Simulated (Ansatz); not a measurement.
`B[CH2][AlH2]` + `C[SiH2]Cl` → `BCC[SiH2]Cl` + `[AlH3]`  (formal exchange of groups at a C–Al bond)

Program: Ansatz. Geometries: PBE0-D4/def2-TZVP. ΔE: electronic, gas phase. CBS: MP2 limit from def2 TZ/QZ plus the TZ coupled-cluster correction, frozen cores. This one scheme is used for every species. DFT in def2-TZVPP. Each species was taken in one conformer, which may not be the lowest.

`B[CH2][AlH2]`:

Cartesian coordinates in Å:
```
B -1.274 -0.236 -0.526
C -0.045 0.639 -0.495
Al 1.135 -0.265 0.818
H -1.336 -1.180 -1.264
H -2.169 -0.064 0.255
H -0.156 1.631 -0.046
H 0.582 0.642 -1.392
H 2.193 -1.327 0.307
H 1.070 0.161 2.342
```

`C[SiH2]Cl`:

Cartesian coordinates in Å:
```
C 0.351 0.682 0.659
Si -0.269 -0.478 -0.653
Cl -0.870 -2.249 0.216
H 0.673 1.623 0.204
H 1.200 0.247 1.190
H -0.435 0.901 1.384
H 0.794 -0.808 -1.634
H -1.443 0.083 -1.366
```

`BCC[SiH2]Cl`:

Z-matrix (Å, degrees):
```
C
C 1 1.530
B 1 1.549 2 118.4
H 1 1.097 2 111.7 3 -131.5
H 1 1.109 2 109.7 3 115.3
Si 2 1.864 1 114.3 3 -170.8
H 2 1.095 1 110.5 3 -48.3
H 2 1.097 1 110.4 3 68.3
H 3 1.199 1 121.3 2 16.3
H 3 1.198 1 119.9 2 -167.2
Cl 6 2.065 2 109.0 1 59.1
H 6 1.485 2 111.4 1 -58.6
H 6 1.484 2 112.2 1 177.9
```

`[AlH3]`:

```xyz
4

Al    0.000    0.000    0.000
H    -0.551   -0.925   -1.164
H    -0.798    0.116    1.365
H     1.349    0.809   -0.201
```

```
             level  ΔE (kJ/mol)
            PBE-D4        102.3
            B97M-V         94.2
RPA@PBE/def2-TZVPP         91.7
      HF/CBS(def2)         86.3
```

Task: What does CCSD(T)/CBS give? (Best estimate.)

Result: Ansatz gave: +97.6 kJ/mol. The listed levels differ from it by 4.7, -3.4, -5.9, -11.3 kJ/mol.

Largest T1 diagnostic among the species: 0.012.

From BLYP to BHLYP (50 % exact exchange), in def2-TZVPP and without D4, ΔE moves by −8.1 kJ/mol. At CCSD(T), def2-SVP lies −14.4 kJ/mol from the extrapolated value and def2-TZVPP −0.9 kJ/mol.
